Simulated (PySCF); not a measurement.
Al(Me)(vinyl)(OH) (C₃H₇AlO), SMILES [OH][Al]([CH]=C)[CH3]. Geometry: PBE-D3(BJ)/def2-SVP. The structure was generated by enumeration; whether it is a known compound was not checked. One conformer was computed; it need not be the lowest.

Task: Give the equilibrium geometry at PBE-D3(BJ)/def2-SVP (PySCF confirms it by a frequency run) as a Z-matrix. (An estimate is asked for; the answer gives what the named calculation found.)

Result: One answer among several that fit: 
```
Al
O 1 1.7273
H 2 0.9696 1 123.64
C 1 1.9550 2 116.40 3 -179.98
H 4 1.1085 1 111.79 2 -0.27
H 4 1.1110 5 107.91 1 122.71
H 4 1.1111 5 107.90 6 114.62
C 1 1.9634 2 119.19 3 0.03
C 8 1.3526 1 123.15 2 0.09
H 9 1.1064 8 123.21 1 180.00
H 9 1.1066 10 114.80 8 179.98
H 8 1.1088 9 115.99 10 0.03
```
Charge 0, spin multiplicity 1.
